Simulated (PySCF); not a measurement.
**How the method changes the constants of Y2**

State: ⁵Σu⁻ (quintet), unpaired electrons σ ↑↑, π ↑↑. Set-up: PySCF, scalar-relativistic core potentials, basis sets Y def2-TZVPP with ECP28. De refers to Y (4d1 5s2) + Y (4d1 5s2) in their high-spin ground configurations, without counterpoise correction. The functionals are run spin-unrestricted. Levels whose curve was spin-contaminated or gave no clean fit are not listed.

```tsv
Level	Re (Å)	ωe (cm⁻¹)	De (eV)
ROHF	3.055	173	n/a
PBE	2.914	180	1.62
PBEsol	2.891	183	1.92
r²SCAN	2.865	185	1.29
r²SCANh	2.857	187	1.20
B3LYP	2.908	183	0.84
PBE0	2.882	189	1.28
r²SCAN0	2.848	190	1.07
LC-ωPBE	2.874	185	0.88
```

Problem. What does a quarter of exact exchange do here, going from PBE to PBE0?

Solution. PBE0 less PBE: -3.2 pm in Re, +5.0 % in ωe, -0.34 eV in De. Exact exchange removes part of the self-interaction that spreads semilocal densities, and in most molecules shortens and stiffens the bond and lowers De; so it does here.

Problem. What does the step from GGA to meta-GGA do here, going from PBE to r²SCAN?

Solution. r²SCAN less PBE: -4.9 pm in Re, +2.8 % in ωe, -0.33 eV in De. 

Problem. What does a quarter of exact exchange do here, going from r²SCAN to r²SCAN0?

Solution. r²SCAN0 less r²SCAN: -1.7 pm in Re, +2.7 % in ωe, -0.22 eV in De. Exact exchange removes part of the self-interaction that spreads semilocal densities, and in most molecules shortens and stiffens the bond and lowers De; so it does here.

The metal atom is held in its measured ground configuration; semilocal functionals can put another filling of s and d lower by some tenths of an eV, and De to that atom would be smaller. These are scalar-relativistic numbers at best; spin–orbit coupling would shift them, the dissociation energy most. With d or f electrons several states lie close, and the lowest PBE0 determinant need not be the measured ground state.

The whole job (state search and all levels along the bond) took about 9.2 min on 2 threads of Arm Neoverse V1 (shared host), peak memory 4.9 GiB.
